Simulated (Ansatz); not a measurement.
Isolated molecules relaxed with PBE0-D4/def2-TZVP in Ansatz; ΔE leaves out vibrations. CBS: MP2 limit from def2 TZ/QZ plus the TZ coupled-cluster correction, frozen cores. This one scheme is used for every species. Functionals use def2-TZVPP. One conformer a species, not always the lowest.

Consider the ligand exchange at the Si–S bond: `BCS[SiH2]F` + `N[SiH](O)F` → `O[SiH](F)N[SiH2]F` + `BCS`.

`BCS[SiH2]F`:

Cartesian coordinates in Å:
```
B -1.760 1.250 -0.905
C -0.496 0.663 -0.221
S -0.410 -1.158 -0.208
Si 1.476 -1.435 0.681
F 1.483 -1.010 2.226
H -2.651 0.564 -1.309
H -1.834 2.440 -1.004
H -0.495 1.047 0.809
H 0.402 1.089 -0.685
H 2.490 -0.573 0.028
H 1.795 -2.877 0.590
```

`N[SiH](O)F`:

```xyz
8

N    -0.124   -0.421    1.102
Si    0.242   -0.113   -0.529
O    -0.699    1.080   -1.114
F     1.790    0.276   -0.519
H     0.574   -0.801    1.720
H    -1.056   -0.661    1.396
H     0.084   -1.215   -1.495
H    -0.811    1.856   -0.562
```

`O[SiH](F)N[SiH2]F`:

Z-matrix (Å, degrees):
```
Si
F 1 1.587
N 1 1.712 2 111.0
O 1 1.630 2 103.3 3 120.8
H 1 1.475 2 108.4 3 -117.9
Si 3 1.712 1 128.5 2 -114.9
H 3 1.013 1 115.8 2 66.3
H 4 0.958 1 117.8 2 -171.9
F 6 1.601 3 111.4 1 -94.4
H 6 1.477 3 108.9 1 23.3
H 6 1.479 3 109.7 1 148.3
```

`BCS`:

```xyz
8

B    -0.351    0.975   -0.125
C     0.618   -0.220    0.052
S    -0.058   -1.859    0.419
H    -1.536    0.831   -0.218
H     0.114    2.074   -0.217
H     1.372    0.021    0.809
H     1.185   -0.256   -0.893
H    -1.343   -1.567    0.173
```

(1) Is it downhill or uphill in electronic energy at CCSD(T)/CBS, and by how much? (Best estimate.)

(2) What do these levels give: PBE-D4, revPBE-D4, PBE0-D4, r2SCAN0-D4, ωB97M-V, BLYP, r2SCANh, CCSD/def2-SVP, CCSD(T)/def2-SVP, HF/def2-TZVPP, SCS-MP2/def2-TZVPP, SCS-MP2/def2-QZVPP? (Estimate.)

Largest T1 diagnostic among the species: 0.012.

Results:

(1) The calculation gave: Downhill: ΔE = -1.6 kcal/mol.

(2) The calculation gave: PBE-D4 0.9, revPBE-D4 1.1, PBE0-D4 0.1, r2SCAN0-D4 -0.9, ωB97M-V -1.6, BLYP -0.8, r2SCANh -0.6, CCSD/def2-SVP -2.9, CCSD(T)/def2-SVP -2.7, HF/def2-TZVPP -3.6, SCS-MP2/def2-TZVPP -2.4, SCS-MP2/def2-QZVPP -2.0 kcal/mol.

In def2-TZVPP, CCSD(T) changes the Hartree–Fock value by +1.3 kcal/mol (the triples alone add +0.4 kcal/mol) and MP2 by +2.1 kcal/mol. From PBE to PBE0 (25 % exact exchange), in def2-TZVPP and without D4, ΔE moves by −0.8 kcal/mol. At CCSD(T), def2-SVP lies −1.0 kcal/mol from the extrapolated value and def2-TZVPP −0.7 kcal/mol.
